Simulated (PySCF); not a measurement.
Computed IR spectrum (relative IR intensity) of a molecule C₃H₅FOSi. Geometry optimised at PBE-D3(BJ)/def2-SVP. The values are those of a single conformer. These are PBE-D3(BJ)/def2-SVP (PySCF) values and carry that method's errors. Frequencies are harmonic and unscaled.

Lines under 2 % of the strongest are left out, and lines within 2 cm⁻¹ are merged.

ν (cm⁻¹): 110 (vw), 148 (vw), 278 (vw), 331 (m), 358 (w), 420 (m), 591 (m), 677 (w), 693 (m), 718 (w), 730 (s), 797 (w), 832 (s), 882 (vs), 1028 (m), 1117 (m), 1340 (m), 1398 (vw), 2081 (m), 2211 (s), 2919 (m), 3029 (w), 3386 (m), 3653 (m) (against the strongest line: vs over 80 %, s over 45 %, m over 15 %, w over 4 %, vw less)

### Question
Which molecule gave these data?
A) C=C1C[Si@@H](F)O1
B) F[SiH2][C@@H]1C=CO1
C) C=C1OC[Si@H]1F
D) C#C[Si@H](F)CO

### Answer
D, C#C[Si@H](F)CO
